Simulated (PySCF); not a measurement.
# Correlation energy of Cu (copper, neutral)

[Ar] 3d10 4p1, 2P determinant (an excited configuration). Calculation: PySCF 2.14, in aug-cc-pwCVTZ-DK (10s9p7d4f3g, 127 functions); the spin-free X2C one-electron Hamiltonian (Gaussian nucleus). Frozen: [Ne]; 19 electrons correlated.

MP2 pair energies summed by pair of shells (mhartree):

| pair | energy | share (%) |
| --- | --- | --- |
| 3d-3d | -514.67 | 51.2 |
| 3p-3d | -296.46 | 29.5 |
| 3s-3d | -70.51 | 7.0 |
| 3p-3p | -69.98 | 7.0 |
| 3s-3p | -36.81 | 3.7 |
| 3d-4p | -10.50 | 1.0 |
| 3s-3s | -5.42 | 0.5 |
| 3p-4p | -0.67 | 0.1 |
| 3s-4p | -0.10 | 0.0 |

Total MP2 correlation energy: -1005.1 mhartree.

Same-spin part -333.77 and opposite-spin part -671.36 mhartree; SCS-MP2 scales them by 1/3 and 6/5 to -916.88 mhartree.
